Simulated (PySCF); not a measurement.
C₄H₄BrCl, SMILES ClC1=C(Br)CC1.

Geometry: PBE-D3(BJ)/def2-SVP.

These are PySCF with PBE-D3(BJ)/def2-SVP values and carry that method's errors.

Frequencies are harmonic and unscaled.

```csv
mode,ν (cm⁻¹),IR (km/mol),moving atoms (share of kinetic energy)
1,119,0.2,"Cl 55 %, Br 30 %, C 13 %"
2,181,0.3,"C 49 %, H 44 %"
3,221,5.0,"C 72 %, H 20 %"
4,311,4.1,"C 51 %, Br 21 %, H 17 %, Cl 10 %"
5,438,7.7,"C 64 %, Br 19 %, Cl 8 %, H 8 %"
6,486,0.1,"C 78 %, H 21 %"
7,524,6.8,"C 52 %, Cl 42 %"
8,801,0.6,"H 86 %, C 14 %"
9,887,69.1,"C 82 %, H 16 %"
10,896,49.9,"C 77 %, H 21 %"
11,992,0.0,"H 55 %, C 45 %"
12,1040,0.3,"H 87 %, C 13 %"
13,1073,13.0,"C 60 %, H 40 %"
14,1105,0.0,"H 87 %, C 13 %"
15,1113,19.7,"C 63 %, H 37 %"
16,1159,7.0,"C 59 %, H 40 %"
17,1223,68.9,"C 64 %, H 35 %"
18,1388,0.4,H 92 %
19,1409,1.1,"H 84 %, C 16 %"
20,1637,55.2,C 97 %
21,2988,23.9,H 95 %
22,2992,29.5,H 95 %
23,3050,0.2,"H 90 %, C 10 %"
24,3057,18.0,"H 90 %, C 10 %"
```
